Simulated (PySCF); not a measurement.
Al(H)(OH)(iPr) (C₃H₉AlO), SMILES C[CH]([AlH][OH])C.

Coordinates come from a PBE-D3(BJ)/def2-SVP optimisation. The structure was generated by enumeration; whether it is a known compound was not checked. One conformer was computed; it need not be the lowest.

All values below come from PBE-D3(BJ)/def2-SVP run with PySCF.

Frequencies are harmonic and unscaled.

```tsv
mode	ν (cm⁻¹)	IR (km/mol)	moving atoms (share of kinetic energy)
1	19	0.1	O 33 %, H 26 %, Al 21 %, C 20 %
2	110	0.9	O 36 %, C 35 %, H 25 %
3	174	0.3	H 61 %, C 29 %
4	229	0.0	H 96 %
5	245	1.6	H 70 %, C 17 %, O 8 %
6	295	10.7	H 33 %, C 32 %, Al 25 %, O 10 %
7	324	1.3	H 49 %, C 40 %, Al 11 %
8	410	44.0	H 77 %, C 15 %
9	478	153.4	H 64 %, Al 18 %, C 12 %
10	548	102.6	H 60 %, C 26 %, Al 10 %
11	549	127.6	H 66 %, C 17 %, Al 12 %
12	677	96.3	H 71 %, O 22 %
13	837	119.7	O 41 %, Al 40 %, H 15 %
14	879	27.7	C 57 %, H 38 %
15	886	4.3	H 87 %, C 12 %
16	936	14.7	H 88 %, C 11 %
17	953	0.3	H 75 %, C 24 %
18	1081	5.5	C 70 %, H 30 %
19	1137	0.4	H 50 %, C 50 %
20	1182	1.0	H 57 %, C 43 %
21	1262	0.4	H 73 %, C 27 %
22	1335	0.4	H 80 %, C 20 %
23	1353	1.6	H 81 %, C 19 %
24	1405	0.5	H 97 %
25	1421	7.9	H 96 %
26	1423	10.3	H 96 %
27	1432	3.9	H 97 %
28	1849	231.9	H 96 %
29	2906	20.4	H 93 %
30	2937	40.7	H 97 %
31	2940	50.4	H 97 %
32	3010	31.4	H 91 %, C 9 %
33	3018	21.2	H 91 %, C 9 %
34	3034	22.4	H 91 %, C 9 %
35	3053	16.6	H 91 %, C 9 %
36	3806	66.6	H 94 %
```
